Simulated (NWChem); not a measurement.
Species: trisilane (Si₃H₈); SMILES [SiH3][SiH2][SiH3]

Question: Give the equilibrium geometry at PBE-D3(BJ)/def2-SVP (NWChem) as a Z-matrix, with the point group.

Answer: point group C2v; any orientation.
```
Si
H 1 1.5078
H 1 1.5078 2 108.16
Si 1 2.3530 2 109.72 3 -119.66
H 4 1.5054 1 111.40 2 59.26
H 4 1.5056 5 108.78 1 -120.98
H 4 1.5056 5 108.78 6 -118.04
Si 1 2.3530 2 109.72 3 119.66
H 8 1.5054 1 111.40 2 -59.43
H 8 1.5056 9 108.78 1 -120.98
H 8 1.5056 9 108.78 10 -118.04
```
